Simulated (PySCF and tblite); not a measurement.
Values are calculated unless marked as measured or tabulated.
Molecule: C₆H₁₁N, numbered as in [CH2:1]1[CH2:2][C@@H:3]([CH:4]2[CH2:5][CH2:6]2)[NH:7]1; H are named by their carrier, a and b as at the first point (Å):

```
C1       2.382   -0.004    0.022
C2       1.317    1.089   -0.078
C3       0.360    0.091    0.592
C4      -0.904   -0.230   -0.154
C5      -2.014   -0.969    0.533
C6      -2.180    0.479    0.193
N7       1.406   -0.980    0.580
H1a      2.851   -0.305   -0.916
H1b      3.165    0.203    0.756
H2a      1.517    2.002    0.478
H2b      1.036    1.344   -1.098
H3       0.126    0.349    1.629
H4      -0.742   -0.457   -1.204
H5a     -2.574   -1.699   -0.032
H5b     -1.872   -1.237    1.569
H6a     -2.852    0.746   -0.608
H6b     -2.156    1.198    0.998
H7       1.149   -1.598   -0.187
```

The mean out-of-plane torsion at N7 (0° is planar) is held and the rest relaxed at GFN2-xTB. Energies: PBE0/pcSseg-1 + D3(BJ). Couplings: B3LYP/6-31G* with H pcJ-1 N pcJ-1, gas phase, for ¹H, ¹⁵N. (tblite 0.8, PySCF 2.14.)

Q: How do the most sensitive couplings change along the out-of-plane angle?

A: 
```csv
out-of-plane angle °,"¹J(N7,H7)","³J(H1b,H7)","³J(H1a,H7)","³J(H3,H7)","²J(N7,H3)"
-46,-56.8,9.4,12.2,8.8,-6.9
-28,-82.3,0.0,5.5,0.0,-4.7
0,-102.3,-1.6,-1.7,-1.4,-0.5
28,-81.5,5.6,-0.1,5.2,0.8
46,-56.5,12.8,6.3,11.3,0.1
```
Values in Hz.

Q: Set ³J(H1b,H7) against its H–C–N–H torsion.

A: -141°: 9.4 Hz, -94°: 0.0 Hz, -63°: -1.6 Hz, -34°: 5.6 Hz, 6°: 12.8 Hz.
